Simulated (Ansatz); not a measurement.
Consider the ligand exchange at the Al–Br bond: `[CH3][AlH][Br]` + `[SH][GeH3]` → `[CH3][AlH][S][GeH3]` + HBr.

Isolated molecules relaxed with PBE0-D4/def2-TZVP in Ansatz; ΔE leaves out vibrations. CCSD(T)/CBS adds triple-zeta CCSD(T) − MP2 to the extrapolated MP2 energy (def2 sets, frozen cores). DFT in def2-TZVPP. B3LYP here is the variant with VWN-RPA as its local correlation; programs differ in this. For Br, Ge outer-core shells are correlated without core-valence functions, which leaves a few kJ/mol of doubt a bond. Scalar relativity is left out up to krypton. One conformer a species, not always the lowest.

Is it downhill or uphill in electronic energy at CCSD(T)/CBS, and by how much? (Best estimate.)

Ansatz gave: Uphill: ΔE = +0.44 eV.

What do these levels give: PBE0-D4, B3LYP, LC-ωPBE, HF/def2-TZVPP, SCS-MP2/def2-TZVPP, MP2/CBS(def2)? (Best estimate.)

Ansatz gave: PBE0-D4 0.43, B3LYP 0.54, LC-ωPBE 0.49, HF/def2-TZVPP 0.63, SCS-MP2/def2-TZVPP 0.46, MP2/CBS(def2) 0.44 eV.

Largest T1 diagnostic among the species: 0.011.

In def2-TZVPP, CCSD(T) changes the Hartree–Fock value by −0.21 eV (the triples alone add −0.04 eV) and MP2 by −0.21 eV. Leaving LDA and LC-ωPBE aside and taking each functional with its dispersion term where it has one, the values, not all of them listed here, spread over 0.12 eV, from revPBE-D4 to B2PLYP. LDA lies −0.07 eV from PBE without D4.
